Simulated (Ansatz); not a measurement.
This triplet lies 0.30 eV above the relaxed singlet at the level frozen-core CCSD(T)/cc-pVTZ // B3LYP-D3(BJ)/def2-TZVP (Ansatz, a first-principles code); other levels give the other order.

All values below come from B3LYP-D3(BJ)/def2-TZVP run with Ansatz. No frequencies were computed at this level.

Ansatz 0.2 input:
```yaml
crystal:
  periodic: [false, false, false]
  atoms:
    - { symbol: B, position_ang: [1.903844, -0.223758, -0.087841] }
    - { symbol: Si, position_ang: [0.121097, -0.817411, 0.069356] }
    - { symbol: C, position_ang: [-1.493232, 0.12471, -0.370013] }
    - { symbol: H, position_ang: [2.801848, -0.913333, 0.224636] }
    - { symbol: H, position_ang: [2.135052, 0.853508, -0.504377] }
    - { symbol: H, position_ang: [-1.258178, 1.092694, -0.812642] }
    - { symbol: H, position_ang: [-2.105822, 0.306942, 0.510827] }
    - { symbol: H, position_ang: [-2.104615, -0.423356, -1.083183] }
basis:
  gaussian: { orbitals: def2-tzvp }
hamiltonian:
  xc: b3lyp
  dispersion: d3bj
relax:
  max_steps: 150
magnetization:
  spin_polarized: true
  initial_magnetization: 2
```

Output:

```
Functional definition: B3LYP
830 factors; their error is unknown
mean field evaluation 1: about -9661.9043 eV, gradient 4.2e1 eV
mean field evaluation 2: about -9657.0918 eV, gradient 4.8e1 eV
mean field evaluation 4: about -9671.2065 eV, gradient 1.5e0 eV
mean field evaluation 8: about -9671.2245 eV, gradient 6.2e-2 eV
mean field evaluation 16: about -9671.2405 eV, gradient 1.8e-4 eV
mean field -9671.24048894 eV, -355.4115325662 hartree, gradient 3.4e-5 eV, S^2 2.002665; 0 other end points of the search recorded, 0 dependent functions left out
reference -9671.24074422 eV, -355.4115419478 hartree; 16, 14 occupied and 113, 115 virtual orbitals, 830 factors
relax step   1: F+E_penalty+E_count = -9671.48866950 eV  Δ(F+E_penalty+E_count) = +0.000e0 eV  max|allowed force component| = 1.256e0 eV/Å  Δτ_max = 0.0000 Å  (29 SCF iters, accepted)
these checks for a lower state are left out or cut short: starts, cluster_reference, orbital_swaps, neighbouring_geometries, increment
830 factors; their error is unknown
mean field -9671.28160017 eV, -355.4130433761 hartree, gradient 1.3e-5 eV, S^2 2.002680; 0 other end points of the search recorded, 0 dependent functions left out
reference -9671.28185600 eV, -355.4130527778 hartree; 16, 14 occupied and 113, 115 virtual orbitals, 830 factors
relax step   2: F+E_penalty+E_count = -9671.53138761 eV  Δ(F+E_penalty+E_count) = -4.272e-2 eV  max|allowed force component| = 5.388e-1 eV/Å  Δτ_max = 0.0625 Å  (33 SCF iters, accepted)
these checks for a lower state are left out or cut short: starts, cluster_reference, orbital_swaps, neighbouring_geometries, increment
830 factors; their error is unknown
mean field evaluation 32: about -9671.2913 eV, gradient 1.9e-5 eV
mean field -9671.29127670 eV, -355.4133989821 hartree, gradient 1.9e-5 eV, S^2 2.002721; 0 other end points of the search recorded, 0 dependent functions left out
reference -9671.29153274 eV, -355.4134083912 hartree; 16, 14 occupied and 113, 115 virtual orbitals, 830 factors
relax step   3: F+E_penalty+E_count = -9671.54133423 eV  Δ(F+E_penalty+E_count) = -9.947e-3 eV  max|allowed force component| = 5.737e-2 eV/Å  Δτ_max = 0.0375 Å  (33 SCF iters, accepted)
these checks for a lower state are left out or cut short: starts, cluster_reference, orbital_swaps, neighbouring_geometries, increment
830 factors; their error is unknown
mean field -9671.29188941 eV, -355.4134214986 hartree, gradient 1.2e-5 eV, S^2 2.002734; 0 other end points of the search recorded, 0 dependent functions left out
reference -9671.29214534 eV, -355.4134309039 hartree; 16, 14 occupied and 113, 115 virtual orbitals, 830 factors
relax step   4: F+E_penalty+E_count = -9671.54249885 eV  Δ(F+E_penalty+E_count) = -1.165e-3 eV  max|allowed force component| = 2.889e-2 eV/Å  Δτ_max = 0.0298 Å  (35 SCF iters, accepted)
these checks for a lower state are left out or cut short: starts, cluster_reference, orbital_swaps, neighbouring_geometries, increment
830 factors; their error is unknown
mean field -9671.29175450 eV, -355.4134165408 hartree, gradient 1.2e-5 eV, S^2 2.002745; 0 other end points of the search recorded, 0 dependent functions left out
reference -9671.29201030 eV, -355.4134259415 hartree; 16, 14 occupied and 113, 115 virtual orbitals, 830 factors
relax step   5: F+E_penalty+E_count = -9671.54279297 eV  Δ(F+E_penalty+E_count) = -2.941e-4 eV  max|allowed force component| = 3.550e-2 eV/Å  Δτ_max = 0.0266 Å  (34 SCF iters, accepted)
these checks for a lower state are left out or cut short: starts, cluster_reference, orbital_swaps, neighbouring_geometries, increment
830 factors; their error is unknown
mean field -9671.29174503 eV, -355.4134161928 hartree, gradient 2.4e-5 eV, S^2 2.002744; 0 other end points of the search recorded, 0 dependent functions left out
reference -9671.29200084 eV, -355.4134255937 hartree; 16, 14 occupied and 113, 115 virtual orbitals, 830 factors
relax step   6: F+E_penalty+E_count = -9671.54276729 eV  Δ(F+E_penalty+E_count) = +2.568e-5 eV  max|allowed force component| = 3.615e-2 eV/Å  Δτ_max = 0.0060 Å  (26 SCF iters, rejected (line search))
these checks for a lower state are left out or cut short: starts, cluster_reference, orbital_swaps, neighbouring_geometries, increment
830 factors; their error is unknown
mean field -9671.29185083 eV, -355.4134200809 hartree, gradient 2.4e-5 eV, S^2 2.002744; 0 other end points of the search recorded, 0 dependent functions left out
reference -9671.29210663 eV, -355.4134294812 hartree; 16, 14 occupied and 113, 115 virtual orbitals, 830 factors
relax step   7: F+E_penalty+E_count = -9671.54289529 eV  Δ(F+E_penalty+E_count) = -1.023e-4 eV  max|allowed force component| = 1.174e-2 eV/Å  Δτ_max = 0.0029 Å  (26 SCF iters, accepted)
these checks for a lower state are left out or cut short: starts, cluster_reference, orbital_swaps, neighbouring_geometries, increment
830 factors; their error is unknown
mean field evaluation 64: about -9671.2919 eV, gradient 1.0e-5 eV
mean field -9671.29185927 eV, -355.4134203910 hartree, gradient 1.0e-5 eV, S^2 2.002744; 0 other end points of the search recorded, 0 dependent functions left out
reference -9671.29211508 eV, -355.4134297919 hartree; 16, 14 occupied and 113, 115 virtual orbitals, 830 factors
relax step   8: F+E_penalty+E_count = -9671.54293025 eV  Δ(F+E_penalty+E_count) = -3.496e-5 eV  max|allowed force component| = 1.467e-3 eV/Å  Δτ_max = 0.0061 Å  (35 SCF iters, accepted)
830 factors; their error is unknown
mean field -9671.29185927 eV, -355.4134203910 hartree, gradient 1.8e-5 eV, S^2 2.002744; 1 other end points of the search recorded, 0 dependent functions left out
reference -9671.29211508 eV, -355.4134297919 hartree; 16, 14 occupied and 113, 115 virtual orbitals, 830 factors
Total energy: -9671.54318607 eV, -355.4226564805 hartree
Atom 0 at     1.871720    -0.229124    -0.088687 Å, force    -0.000148     0.000075     0.000098 eV/Å
Atom 1 at     0.063343    -0.895266     0.106923 Å, force     0.001467     0.001267     0.000384 eV/Å
Atom 2 at    -1.455425     0.124682    -0.366269 Å, force     0.000782    -0.000516     0.000264 eV/Å
Atom 3 at     2.817223    -0.880665     0.214308 Å, force    -0.000276    -0.000867     0.000183 eV/Å
Atom 4 at     1.985717     0.875238    -0.531439 Å, force    -0.000990    -0.000036    -0.000631 eV/Å
Atom 5 at    -1.131424     1.078152    -0.791518 Å, force     0.000090    -0.000133     0.000549 eV/Å
Atom 6 at    -2.081546     0.324700     0.505810 Å, force    -0.000670    -0.000047     0.000095 eV/Å
Atom 7 at    -2.069613    -0.397720    -1.102366 Å, force    -0.000254     0.000256    -0.000942 eV/Å
Dipole moment:    -0.395977     0.035248    -0.030013 e Å
```

Cost: roughly 29 core-seconds.
